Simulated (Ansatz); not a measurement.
## Abstraction of Cl: C4H9Cl + CHClI → C4H9 + CHCl2I

Species: C4H9Cl `CC(C)(C)Cl`, singlet; CHClI `Cl[CH]I`, doublet; C4H9 (tert-butyl radical) `C[C](C)C`, doublet; CHCl2I `ClC(Cl)I`, singlet. A radical takes Cl: the energy is the difference in strength between two C–Cl bonds in different surroundings.

Shapes, held fixed at every level: PBE0-D4/def2-TZVP. Programs: Ansatz 0.2.0. The zero-point and thermal change to 298 K, harmonic and unscaled (PBE0-D4/def2-TZVP), is -2.5 kJ/mol.

| level | kind | ΔH(298 K) (kJ/mol) | less CCSD(T)/def2-TZVPP |
| --- | --- | --- | --- |
| MP2/def2-SVP | perturbation theory | +48.4 | -3.6 |
| SPW92/def2-TZVPP | LDA | +43.7 | -8.3 |
| PBE-D4/def2-TZVPP | GGA | +35.9 | -16.1 |
| BHLYP-D4/def2-TZVPP | global hybrid | +43.6 | -8.4 |
| PBE0-D4/def2-TZVPP | global hybrid | +40.2 | -11.8 |
| wB97X-V/def2-TZVPP | range-separated hybrid | +47.7 | -4.3 |
| CCSD/def2-SVP | coupled cluster or CI | +50.6 | -1.4 |
| CCSD(T)/def2-TZVPP | coupled cluster or CI | +52.0 | 0.0 |

The highest level, CCSD(T)/def2-TZVPP, gives ΔH(298 K) = +52.0 kJ/mol; the levels span +35.9 to +52.0. The column of differences is taken from that level and isn't an error. No measured value is set beside it here. Spin contamination: CHClI (⟨S²⟩ up to 0.78). Open shells run unrestricted. For atoms past krypton def2 sets carry core potentials with scalar relativity. Outer-core shells of I are correlated, in sets that cover them unevenly.
